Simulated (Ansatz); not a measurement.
Consider the formal exchange of groups at the Si–N bond: `N[SiH](N)O` + `C=NC(N)(F)F` → `C=N[SiH](N)O` + `NC(N)(F)F`.

Computed with Ansatz on PBE0-D4/def2-TZVP structures; ΔE is electronic, products minus reactants. CCSD(T)/CBS is the MP2 limit (def2-TZVPP, def2-QZVPP) plus CCSD(T) − MP2 in def2-TZVPP, frozen cores. DFT in def2-TZVPP. B3LYP here is the variant with VWN-RPA as its local correlation; programs differ in this. Each species was taken in one conformer, which may not be the lowest.

```csv
level,ΔE (kJ/mol),difference from CCSD(T)/CBS
PBE-D4,15.0,-2.9
r2SCAN-D4,15.7,-2.2
PBE0-D4,14.1,-3.8
B3LYP-D4,13.7,-4.2
ωB97X-V,14.7,-3.2
ωB97M-V,14.9,-3.0
B2PLYP,14.9,-3.0
PBE,15.0,-2.9
r2SCAN,15.7,-2.2
PBE0,14.2,-3.7
B3LYP,13.9,-4.0
HF/def2-TZVPP,9.2,-8.7
MP2/def2-TZVPP,16.8,-1.1
SCS-MP2/def2-TZVPP,16.1,-1.8
CCSD/def2-TZVPP,15.9,-2.0
CCSD(T)/def2-TZVPP,16.7,-1.2
HF/def2-QZVPP,9.7,-8.2
MP2/def2-QZVPP,17.6,-0.3
SCS-MP2/def2-QZVPP,16.9,-1.0
HF/CBS(def2),9.8,-8.1
MP2/CBS(def2),17.9,0.0
CCSD/CBS(def2),17.1,-0.8
CCSD(T)/CBS,17.9,0
```

Largest T1 diagnostic among the species: 0.012.

In def2-TZVPP, CCSD(T) changes the Hartree–Fock value by +7.5 kJ/mol (the triples alone add +0.8 kJ/mol) and MP2 by +7.5 kJ/mol.
